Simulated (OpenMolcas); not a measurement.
Pt2+: ligand-field states by method

Pt2+ with 4 ligands (oxide) in square-planar coordination (D4h) at 1.98 Å. A charge of +1.5 e stands 3.2 Å behind each ligand. Ligand basis ANO-RCC-VDZP.

| Item | Value |
| --- | --- |
| Program | OpenMolcas |
| Basis | ANO-RCC-VTZP [8s7p5d3f1g] |
| Scalar Hamiltonian | DKH2, point nucleus |
| Active space | 8 electrons in 5 orbitals (5d) |
| State averaging | 2S+1 = 3 even, 10 roots; 2S+1 = 1 even, 15 roots |
| Spin-orbit coupling | state interaction with AMFI integrals over the reference wave functions |

I. CASSCF
II. SS-CASPT2, IPEA 0.25 Eh, imaginary shift 0.1 Eh (closed shells correlated: 5s 5p and the ligand valence shells)

Spin-free states (labels of D4, the rotations of D4h) in cm-1, each column counted from its own energy of the first state listed:

```tsv
State	Degeneracy	I	II
1A1	1	0	0
3A2	1	17971	18990
3E	2	19686	21600
1A2	1	23089	21170
1E	2	28538	25710
3B1	1	30130	38400
1B1	1	35301	40720
3E	2	43915	46210
1A1	1	50113	49180
3A2	1	51723	53150
3B2	1	53677	62480
1E	2	54641	51320
1B2	1	56806	57630
1B1	1	62826	56370
1B2	1	64512	62750
3E	2	67367	72520
1A1	1	72233	64440
1E	2	75303	77830
1A1	1	95399	102420
```

From I to II, I's first state of the same spin (1A2) moves from 23089 to 21170 cm-1, by about -1900 cm-1.

From I to II, I's first state of another spin (3A2) moves from 17971 to 18990 cm-1, by about +1000 cm-1.

χT at 300 K: I 0.01, II 0.01 cm3 K/mol.

The states above are spin-free; spin-orbit coupling is strong here and shifts and splits them by thousands of cm-1.

Over all roots computed the reference weight is 0.65 to 0.68 in II; a low but even weight reflects the number of correlated electrons. The least metal-like active orbital is 68 % on the metal (Löwdin) and no ligand orbital is active, so the numbers are rough. The oxide ions are held by bare point charges, a crude embedding. Ligand-to-metal charge-transfer states are missing. With no ligand orbital active B as a rule stays too high, so bands that hang on it stand too high and its fall with covalency is understated. Without dynamic correlation the repulsion within the d shell is too large (B by tens of per cent), so at a given field states of lower spin stand too high (holds for I). With metal d orbitals alone the field can be off either way by tens of per cent (holds for I). No measured value stands beside these numbers; the geometry is a model, was not optimised and need not be the one that this ion takes.
